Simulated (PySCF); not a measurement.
# C₅H₈N₂Si: full NMR table

| Quantity | Value |
| --- | --- |
| Formula | C5H8N2Si |
| SMILES | Cc1cc([SiH3])cnn1 |
| InChI | InChI=1S/C5H8N2Si/c1-4-2-5(8)3-6-7-4/h2-3H,1,8H3 |
| Point group of the computed structure | C1 |
| Degrees of unsaturation | 4 |
| Carbon signals | 5 |
| Proton signals | 4 |

Numbering as in the mapped SMILES `[CH3:1][c:2]1[cH:3][c:4]([SiH3:5])[cH:6][n:7][n:8]1` (H(Xn): hydrogen on atom n).

[PySCF: geometry: GFN2-xTB; GIAO PBE0/pcSseg-1 shieldings; single conformer; no solvent; relativity neglected; fast rotation and ring inversion assumed for equivalent nuclei]

Chemical shifts δ = σref − σ; TMS for ¹H and ¹³C and ²⁹Si; ¹⁵N vs NH3, all at this level.

| carbon | δC, type | δH (multiplicity) | HMBC from (2–3 bonds) | span of the C tensor (ppm) |
| --- | --- | --- | --- | --- |
| C1 | 25.2, CH3 | 2.94 (s) | H(C3) | 49 |
| C2 | 162.8, C | – | H(C3), H(C1) | 254 |
| C3 | 137.3, CH | 7.57 (s) | H(C6), H(Si5), H(C1) | 239 |
| C4 | 132.7, C | – | H(C6), H(C3), H(Si5) | 253 |
| C6 | 157.7, CH | 9.44 (s) | H(C3), H(Si5) | 250 |

Other nuclei:
```json
{"atoms": "H(Si5)", "nucleus": "¹H", "environment": "hydrogen on a silicon bonded to C", "δ (ppm)": "4.50", "σ (ppm)": "27.22"}
{"atoms": "Si5", "nucleus": "²⁹Si", "environment": "silicon bonded to C, 3 H", "δ (ppm)": "-70.1", "σ (ppm)": "419.2"}
{"atoms": "N7", "nucleus": "¹⁵N", "environment": "pyridine-type ring nitrogen", "δ (ppm)": "461.0", "σ (ppm)": "-193.3"}
{"atoms": "N8", "nucleus": "¹⁵N", "environment": "pyridine-type ring nitrogen", "δ (ppm)": "458.2", "σ (ppm)": "-190.4"}
```

Carbon types of the structure: 2 × C, 2 × CH, 1 × CH3, leaving 3 H on heteroatoms. δC 162.8: substituted aromatic carbon next to a ring nitrogen. δC 157.7: aromatic CH next to a ring nitrogen; the adjacent pyridine-type nitrogen withdraws density from it. δC 137.3: aromatic CH; the aromatic region. δC 132.7: substituted aromatic carbon. δH 9.44: hydrogen on an aromatic CH next to a ring nitrogen; ring current plus the neighbouring ring nitrogen.

Shifts are as computed. Against solution values, carbons near 30 ppm lie about +3 ppm off and those near 130 ppm about +5 ppm. Of 1211 compounds with measured shifts, 218 miss one by over three times the rms of a fit or turn the order of signals round; such compounds aren't used in these exercises. Experimental scales use liquid or dissolved standards, which lie at an offset from isolated NH3 (liquid NH3: subtract about 20 ppm). Unscaled 15N shifts of sp2 nitrogen come out 20 to 40 ppm too high even then. No couplings were computed; multiplicities are counted from neighbouring protons, with m where these are inequivalent, close in shift, in a saturated or five-membered ring or joined by F or P, and br s for small geminal =CH2 splittings.
